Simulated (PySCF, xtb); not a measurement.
Ti(Cl)(OH)3 (ClH3O3Ti), SMILES [OH][Ti]([OH])([OH])[Cl], multiplicity 1.

xtb with GFN2-xTB at its own geometry gives an orbital gap of 4.23 eV and a dipole moment of 6.15 D.

The structure is a stationary point at r2SCAN-D4/def2-SVP. The multiplicity is an assumed one; no other spin state was optimised. The structure was generated by enumeration; whether it is a known compound was not checked. The values are those of a single conformer.

Problem. What does ωB97X/def2-TZVP (PySCF) give? (The exact figures need the calculation; the answer reports its results.)

Solution. gap 11.41 eV (levels -11.05 and 0.37 eV), dipole 3.72 D.
